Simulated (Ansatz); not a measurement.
Ansatz (an electronic-structure program) input:

Ansatz 0.2 input:
```yaml
crystal:
  periodic: [false, false, false]
  atoms:
    - {symbol: Mn, position_ang: [0.00000000, 0.00000000, 0.00000000]}
    - {symbol: Cl, position_ang: [-0.00000000, -0.00000000, -2.18948486]}
    - {symbol: Cl, position_ang: [0.00000000, 0.00000000, 2.18948486]}
basis:
  gaussian:
    orbitals: def2-SVPD
magnetization: {spin_polarized: true, initial_magnetization: 5}
correlation: {method: ccsd_t, electrons: outside_noble_gas}
output: {forces: true}
```

**Question.** Predict the final energy.

**Answer.** -2068.99913 Eh (CCSD(T)/def2-SVPD). The basis has 88 functions.

The spin state was set by rule; other spins were not relaxed.
